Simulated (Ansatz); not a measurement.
A set of 12 reactions (ligand exchange), with CCSD(T)/CBS values in kJ/mol:

```
                                                                            reaction      ΔE
      `BN(C=C)[SiH2][SiH3]` + `C[O][Zn][OH]` → `C[O][Zn][O][SiH3]` + `BN([SiH3])C=C`  -108.9
             `F[Si]1([SiH3])CS1` + `[NH2][SnH3]` → `[SiH3][NH][SnH3]` + `F[SiH]1CS1`   -52.3
                       `[AlH2][CH2][GeH3]` + `CNC` → `C[N](C)[AlH2]` + `[CH3][GeH3]`   -89.5
                                `F[SiH](Cl)O[SiH3]` + H–F → `F[SiH](F)O[SiH3]` + HCl   -51.2
                           `N[CH2][GeH3]` + `N[SiH2]S` → `N[SiH2][S][GeH3]` + CH₃NH₂   -74.6
                                       `[SH][SnH2][Cl]` + HI → `[Cl][SnH2][I]` + H₂S   -51.4
`[SiH3]C(Cl)[TeH]` + `[NH2][Al]([NH2])[F]` → `[NH2][Al]([F])[NH][SiH3]` + `ClC[TeH]`   -51.7
                                     `C=C(F)[SiH2]N` + CH₃NH₂ → `CN[SiH2]N` + `C=CF`   -61.5
                        `[F][Zr]([F])([F])[SH]` + H–F → `[F][Zr]([F])([F])[F]` + H₂S   -84.0
                     `[SiH3]C1=CC1` + `OB(O)[SiH3]` → `OB([SiH3])O[SiH3]` + `C1=CC1`   -74.5
                                   `CN[SiH2][AlH2]` + H–F → `F[SiH2][AlH2]` + CH₃NH₂   -82.4
                            `CS[SiH](O)O` + `N[SiH2]F` → `O[SiH](O)N[SiH2]F` + CH₃SH   -11.7
```

Computed with Ansatz on PBE0-D4/def2-TZVP structures; ΔE is electronic, products minus reactants. CCSD(T)/CBS adds triple-zeta CCSD(T) − MP2 to the extrapolated MP2 energy (def2 sets, frozen cores). This one scheme is used for every species. Functionals use def2-TZVPP. B3LYP here is the variant with VWN-RPA as its local correlation; programs differ in this. def2 core potentials past Kr. For Ge, I, Sn, Te, Zn, Zr outer-core shells are correlated without core-valence functions, which leaves a few kJ/mol of doubt a bond. Scalar relativity is left out up to krypton. Each species was taken in one conformer, which may not be the lowest.

**Question.** Give the mean, mean absolute and largest difference (level minus CCSD(T)/CBS, kJ/mol) for: r2SCAN-D4, PBE0-D4, B3LYP-D4, ωB97X-V, B2PLYP, PBE, r2SCAN, PBE0, B3LYP, HF/def2-TZVPP, SCS-MP2/def2-TZVPP, CCSD/def2-TZVPP, MP2/CBS(def2), CCSD/CBS(def2). (Best estimate.)

**Answer.** Computed: 
```csv
level,mean,mean absolute,largest
r2SCAN-D4,0.8,4.6,10.5
PBE0-D4,5.7,6.4,19.3
B3LYP-D4,-1.0,3.4,-9.4
ωB97X-V,-1.4,3.4,-15.2
B2PLYP,-3.3,4.4,-10.3
PBE,7.9,9.4,26.8
r2SCAN,0.5,4.8,10.3
PBE0,4.5,6.0,16.8
B3LYP,-3.1,6.0,-15.1
HF/def2-TZVPP,-14.4,14.8,-39.3
SCS-MP2/def2-TZVPP,-4.4,5.2,-14.9
CCSD/def2-TZVPP,-2.9,4.5,7.7
MP2/CBS(def2),-0.5,3.9,-6.7
CCSD/CBS(def2),-2.3,2.6,-5.2
```

The largest T1 diagnostic in the set is 0.018, for `[F][Zr]([F])([F])[SH]` (customary mark 0.02).

CCSD(T)/CBS is a level of theory with its own doubt, and the functionals carry their triple-zeta basis error, so these figures describe this set and don't rank the functionals.
